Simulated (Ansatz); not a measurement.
Stepwise reaction of `NB(N)Cl` with hydrogen sulfide, as a gas-phase model of exchange steps in deposition or etching. ΔE in kJ/mol; ΔG adds harmonic PBE0-D4 terms to CCSD(T)/CBS, at 1 bar.

Isolated molecules relaxed with PBE0-D4/def2-TZVP in Ansatz; ΔE leaves out vibrations. CCSD(T)/CBS adds triple-zeta CCSD(T) − MP2 to the extrapolated MP2 energy (def2 sets, frozen cores). This one scheme is used for every species. Functionals use def2-TZVPP. B3LYP here is the variant with VWN-RPA as its local correlation; programs differ in this. One conformer a species, not always the lowest.

```tsv
step	reaction	PBE-D4	B3LYP-D4	ωB97M-V	CCSD(T)/CBS	ΔG(500 K)
2	`NB(S)Cl` + H₂S → `SB(S)Cl` + NH₃	34.2	44.1	45.8	40.5	48.1
```

Q: Give the row of step 1, `NB(N)Cl` + H₂S → `NB(S)Cl` + NH₃. (Best estimate.)

A: The calculation gave: 
```json
{"step": "1", "reaction": "`NB(N)Cl` + H₂S → `NB(S)Cl` + NH₃", "PBE-D4": "26.7", "B3LYP-D4": "35.7", "ωB97M-V": "36.6", "CCSD(T)/CBS": "32.3", "ΔG(500 K)": "39.2"}
```

Q: By hand: ΔE of the 2 steps together at CCSD(T)/CBS.

A: (32.3) + (40.5) = 72.8 kJ/mol, or 36.4 kJ/mol a step.

In ΔE each step is higher than the one before. All are uphill at CCSD(T)/CBS. ΔG lies between 39.2 and 48.1 kJ/mol a step. PBE-D4 differs from CCSD(T)/CBS by -6.3 to -5.6 kJ/mol a step. Isolated molecules leave out the surface, adducts and barriers. Largest T1 diagnostic: 0.013.
